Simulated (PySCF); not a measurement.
**Nuclear quadrupole coupling in `O=C(C=C(F)F)OC1CC1`**

Compound: C6H6F2O2.
Cartesian coordinates in Å at the GFN2-xTB level; atoms count from 1:
```
atom  x, y, z in Å
O1     0.6371   -1.5544    1.8937
C2     0.9603   -0.8223    0.9935
C3     2.3652   -0.6770    0.5445
C4     2.7789    0.0815   -0.4588
F5     4.0461    0.1745   -0.8296
F6     2.0453    0.8455   -1.2383
O7     0.1297   -0.0608    0.2872
C8    -1.2484   -0.1155    0.5898
C9    -2.1876    0.0351   -0.5649
C10   -2.0225    1.1533    0.4214
H11    3.0919   -1.2550    1.0921
H12   -1.4714   -0.7966    1.4019
H13   -3.0977   -0.5433   -0.5585
H14   -1.7435    0.1625   -1.5393
H15   -1.4734    2.0240    0.1002
H16   -2.8176    1.3575    1.1210
```

Field gradients from the PBE0/pcSseg-1 density (PySCF, non-relativistic), principal values in atomic units, ordered |Vxx| ≤ |Vyy| ≤ |Vzz|:

```tsv
atom	Vxx	Vyy	Vzz
O1	0.7233	0.8507	-1.5739
O7	-0.5583	-1.1765	1.7349
```

Problem. Find the asymmetry η = (Vxx − Vyy)/Vzz and the couplings χ = eQV/h (234.96 MHz × Q in barn × V in au), with Q(17O) = −0.0256 b.

Solution. 
```json
{"atom": "O1", "environment": "ester carbonyl oxygen", "nucleus": "17O", "η": "0.08", "χzz (MHz)": "9.47", "χxx (MHz)": "-4.35", "χyy (MHz)": "-5.12"}
{"atom": "O7", "environment": "ester single-bonded oxygen", "nucleus": "17O", "η": "0.36", "χzz (MHz)": "-10.44", "χxx (MHz)": "3.36", "χyy (MHz)": "7.08"}
```

Problem. What is Vzz at O1 in SI units (1 au = 9.71736 × 10²¹ V/m²)?

Solution. -1.5739 au = -15.294 × 10²¹ V/m².

Problem. And the gradient at the other heavy atoms, for which no coupling is worked out here?

Solution. 
```tsv
atom	environment	Vzz (au)	η
C2	ester carbonyl carbon	-0.342	0.96
C3	alkene CH carbon	-0.081	0.30
C4	=CF2 carbon	0.388	0.50
F5	vinyl fluorine	2.912	0.14
F6	vinyl fluorine	2.930	0.18
C8	sp3 carbon bound to oxygen	0.495	0.35
C9	three-membered-ring carbon	0.191	0.08
C10	three-membered-ring carbon	0.190	0.07
```

Problem. What couplings would deuterons (Q(2H) = 0.00286 b) have in place of the hydrogens, at this geometry?

Solution. 
| atom | bonded to | bond length (Å) | Vzz (au) | η | χzz (kHz) |
| --- | --- | --- | --- | --- | --- |
| H11 | C3 | 1.078 | 0.3283 | 0.10 | 221 |
| H12 | C8 | 1.083 | 0.3071 | 0.12 | 206 |
| H13 | C9 | 1.078 | 0.3331 | 0.07 | 224 |
| H14 | C9 | 1.078 | 0.3323 | 0.07 | 223 |
| H15 | C10 | 1.078 | 0.3324 | 0.07 | 223 |
| H16 | C10 | 1.079 | 0.3327 | 0.07 | 224 |

Isolated species at its GFN2-xTB geometry (one conformer only). GFN2-xTB bond lengths can be off by several hundredths of an ångström, more for odd bonds, and the gradients follow them. With so small a basis the couplings can be 20 % off.
